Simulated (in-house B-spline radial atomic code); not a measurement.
The numbers below are computed, except where a source is named.
## Stopping of slow ions oscillates with Z: Li to Ca at r_s = 2.67

A nucleus sits in a uniform electron gas with a rigid positive background. The Kohn-Sham equations are solved self-consistently in the spin-unpolarised LDA (PW92), non-relativistic, on B-splines with outgoing waves at the boundary and partial waves to l = 8. The model has no lattice, no bands and no magnetic solution. Atomic units; δ_l are the phase shifts at the Fermi level, counted so that each bound state adds π, and good to about 0.0005.

The density parameter is r_s = 2.67 bohr, near that of the valence electrons of Cu (1 per atom, density 8.96 g/cm³, mass 63.55 u, which gives r_s = 2.67). The friction coefficient Q = n k_F σ_tr gives dE/dx = Q v for slow ions. Some elements are left out of the table, so an extreme may lie at one of them.

```
ion   δ0/π   δ1/π    δ2/π    δ3/π  σ_tr (bohr²)  Q (a.u.)
 Li  0.952  0.163   0.011   0.001         19.70    0.1776
 Be  1.164  0.267   0.006   0.000         28.55    0.2573
  B  1.336  0.385   0.001   0.000         43.07    0.3883
  C  1.456  0.516  -0.001   0.001         49.35    0.4449
  N  1.544  0.649  -0.000   0.001         41.28    0.3721
  O  1.623  0.775   0.007   0.002         26.68    0.2405
  F  1.716  0.887   0.019   0.003         14.48    0.1305
 Ne  1.836  0.989   0.033   0.004          6.78    0.0611
 Mg  2.118  1.200   0.050   0.004         13.15    0.1185
 Al  2.244  1.320   0.053   0.004         29.98    0.2702
 Si  2.349  1.445   0.055   0.005         47.05    0.4242
  P  2.440  1.569   0.061   0.006         54.62    0.4924
  S  2.524  1.682   0.075   0.007         52.14    0.4700
 Cl  2.610  1.783   0.098   0.007         46.23    0.4167
 Ar  2.697  1.868   0.131   0.006         43.47    0.3919
  K  2.777  1.935   0.180   0.003         49.41    0.4455
 Ca  2.838  1.978   0.248  -0.001         68.25    0.6153
```

Problem. Where are the largest and smallest frictions, and what do the phase shifts say there?

Solution. Largest: Ca, Q = 0.6153; smallest: Ne, Q = 0.0611, a ratio of 10.1. For the largest δ2/π = 0.25; it lies at the edge of the table, which can't show whether it is a peak. For the smallest the differences δ_l − δ_(l+1), measured from the nearest multiple of π, are 0.15π, 0.04π, 0.03π; σ_tr grows with the sines of these.

Problem. At equal speed, Lindhard and Scharff's formula, with silicon as an example target, scales as Z^(7/6)/(Z^(2/3) + 14^(2/3))^(3/2). How does its rise from the first ion to the last compare?

Solution. It rises smoothly by 0.6889/0.1626 = 4.24, while Q changes by 0.615/0.178 = 3.46. The statistical formula averages over shells, so it can't show the oscillation.
